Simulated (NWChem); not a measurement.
**Atomisation of Ag2**

```xyz
2

Ag     0.0000     0.0000     1.2995
Ag     0.0000     0.0000    -1.2995
```
Charge 0, spin multiplicity 1.

The numbers come from NWChem runs, not from measurements. The geometry was optimised at B3LYP/def2-SVP with def2 effective core potentials on Ag, a minimum by its harmonic frequencies.

Basis set: def2-TZVP. The atomisation energy is electronic alone: no zero-point, thermal, spin-orbit or counterpoise terms. No value is extrapolated to the basis-set limit. Free atoms are single determinants with multiplicities Ag 2.

Effective core potentials replace the inner electrons of Ag; spin-orbit coupling is left out. B3LYP has NWChem's definition, with VWN1-RPA local correlation. The structure started from a generated list of species. No SCF solution was tested for a lower state. Open-shell Hartree-Fock references start from PBE0 orbitals.

Task: One of these methods gave an atomisation energy of 9.1 kcal/mol. Which?
A. PBE0
B. r2SCAN
C. HF
D. BHandHLYP

Result: C, HF. The others give 35.2 (PBE0), 30.1 (BHandHLYP), 39.7 (r2SCAN).
